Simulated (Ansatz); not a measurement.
System: SiH₄S₂, charge 0, singlet. SiH4S2 (bis(sulfanyl)silane, SMILES S[SiH2]S).
B3LYP-D3(BJ)/def2-TZVP minimum from Ansatz (a first-principles code):
```xyz
7

Si    -0.7816    -0.1029     0.0004
S      0.1525     1.7520     0.5283
S      0.6001    -1.6529    -0.5288
H     -1.5810    -0.4360     1.1966
H     -1.6413     0.0119    -1.1948
H      0.8331     1.8719    -0.6250
H      1.2898    -1.5925     0.6238
```

Total energies in hartree (Ansatz). Open shells are spin-unrestricted; no spin-orbit coupling. Cores are frozen in correlated methods. No relativity. Where a partner has so few electrons that a lower coupled-cluster level is exact, that level stands in.

```tsv
species	HF/cc-pV(T+d)Z	CCSD(T)/cc-pV(T+d)Z	HF/cc-pV(Q+d)Z	CCSD(T)/cc-pV(Q+d)Z	CCSD(T)/cc-pV(D+d)Z	CCSDT(Q)/cc-pV(D+d)Z
1: SiH4S2 (bis(sulfanyl)silane, SMILES S[SiH2]S)	-1086.44074	-1086.99795	-1086.45138	-1087.04778	-1086.83193	-1086.83408
2: Si (triplet)	-288.85649	-288.93344	-288.85845	-288.93781	-288.91643	-288.91690
3: S (triplet)	-397.50938	-397.65444	-397.51264	-397.66785	-397.60412	-397.60456
4: H (doublet)	-0.49981	-0.49981	-0.49995	-0.49995	-0.49928	-0.49928
```

### Question
Work out the atomisation energy (electronic, to ground-state atoms) in kcal/mol: take Hartree-Fock from cc-pV(Q+d)Z, extrapolate the CCSD(T) correlation energy as X^-3 (X = 3, 4), and add CCSDT(Q) - CCSD(T) in cc-pV(D+d)Z. 1 hartree = 627.51 kcal/mol.

### Answer

Species 1: correlation (64·(-0.59640) - 27·(-0.55721))/37 = -0.62500; step -0.00215; E1 = -1086.45138 + (-0.62500) + (-0.00215) = -1087.07853
Species 2: correlation (64·(-0.07936) - 27·(-0.07695))/37 = -0.08112; step -0.00047; E2 = -288.85845 + (-0.08112) + (-0.00047) = -288.94004
Species 3: correlation (64·(-0.15521) - 27·(-0.14506))/37 = -0.16262; step -0.00044; E3 = -397.51264 + (-0.16262) + (-0.00044) = -397.67570
Species 4: correlation (64·(0.00000) - 27·(0.00000))/37 = 0.00000; step +0.00000; E4 = -0.49995 + (0.00000) + (+0.00000) = -0.49995
-1·E1 +1·E2 +2·E3 +4·E4 = 0.78729 hartree = 494.0 kcal/mol.
